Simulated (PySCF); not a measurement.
Br₂Sb (SMILES [Br][Sb+][Br]), charge +1, singlet, geometry from GFN2-xTB (all electrons, no relativity); PySCF with HF/STO-3G.

Here is a job for PySCF.
```python
from pyscf import gto, scf

mol = gto.M(
    atom='''
Sb    0.80022647    0.43653749    0.25183252
Br   -0.95108613    1.05498921   -1.39399681
Br   -0.21495815   -1.69108670    1.02704085
''',
    basis='sto-3g',
    charge=1,
    verbose=4,
)

mf = scf.RHF(mol)
mf.kernel()
```

**Question.** Write the output that PySCF gives for this input, abridged.

**Answer.** 
```
PySCF version 2.14.0

[INPUT] verbose = 4
[INPUT] num. atoms = 3
[INPUT] num. electrons = 120
[INPUT] charge = 1
[INPUT] spin (= nelec alpha-beta = 2S) = 0
[INPUT] symmetry False subgroup None
[INPUT] Mole.unit = angstrom
[INPUT] Symbol           X                Y                Z      unit          X                Y                Z       unit  Magmom
[INPUT]  1 Sb     0.800226470000   0.436537490000   0.251832520000 AA    1.512208865927   0.824936299205   0.475894492059 Bohr   0.0
[INPUT]  2 Br    -0.951086130000   1.054989210000  -1.393996810000 AA   -1.797292306572   1.993640671271  -2.634272189417 Bohr   0.0
[INPUT]  3 Br    -0.214958150000  -1.691086700000   1.027040850000 AA   -0.406212031743  -3.195690715895   1.940825925241 Bohr   0.0

nuclear repulsion = 934.864393400632
number of shells = 27
number of NR pGTOs = 189
number of NR cGTOs = 63
basis = sto-3g
ecp = {}

******** <class 'pyscf.scf.hf.RHF'> ********
method = RHF
initial guess = minao
damping factor = 0
level_shift factor = 0
DIIS = <class 'pyscf.scf.diis.CDIIS'>
diis_start_cycle = 1
diis_space = 8
diis_damp = 0
SCF conv_tol = 1e-09
SCF conv_tol_grad = None
SCF max_cycles = 50
direct_scf = True
direct_scf_tol = 1e-13
Set gradient conv threshold to 3.16228e-05
Initial guess from minao.
init E= -11314.4638938529
  HOMO = -0.762259534477008  LUMO = -0.582536793429455  gap/eV = 4.89050
cycle= 1 E= -11340.4862241487  delta_E=  -26  |g|= 0.347  |ddm|= 2.52
  HOMO = -0.492581257396107  LUMO = -0.261975367754835  gap/eV = 6.27511
cycle= 2 E= -11340.5463968161  delta_E= -0.0602  |g|= 0.135  |ddm|= 1.23
  HOMO = -0.512545907361304  LUMO = -0.20949696842039  gap/eV = 8.24638
cycle= 3 E= -11340.5588614645  delta_E= -0.0125  |g|= 0.0238  |ddm|= 0.386
  HOMO = -0.516200907559222  LUMO = -0.211621206996634  gap/eV = 8.28804
cycle= 4 E= -11340.5595494492  delta_E= -0.000688  |g|= 0.00914  |ddm|= 0.0983
  HOMO = -0.516519434815486  LUMO = -0.210917929388448  gap/eV = 8.31584
cycle= 5 E= -11340.5597511699  delta_E= -0.000202  |g|= 0.00244  |ddm|= 0.0751
  HOMO = -0.516276282222059  LUMO = -0.210708625566143  gap/eV = 8.31492
cycle= 6 E= -11340.5597652445  delta_E= -1.41e-05  |g|= 0.000432  |ddm|= 0.0196
  HOMO = -0.516229805379607  LUMO = -0.210702499562473  gap/eV = 8.31382
cycle= 7 E= -11340.5597655924  delta_E= -3.48e-07  |g|= 4.65e-05  |ddm|= 0.00318
  HOMO = -0.516224119920006  LUMO = -0.210703010961252  gap/eV = 8.31365
cycle= 8 E= -11340.5597655951  delta_E= -2.64e-09  |g|= 1.06e-05  |ddm|= 0.000214
  HOMO = -0.516222581754466  LUMO = -0.210703136414626  gap/eV = 8.31361
cycle= 9 E= -11340.5597655953  delta_E= -2.55e-10  |g|= 1.68e-06  |ddm|= 7.76e-05
  HOMO = -0.51622225028399  LUMO = -0.210702768585833  gap/eV = 8.31361
Extra cycle  E= -11340.5597655953  delta_E= 5.64e-11  |g|= 7.87e-07  |ddm|= 6.62e-06
converged SCF energy = -11340.5597655953
```
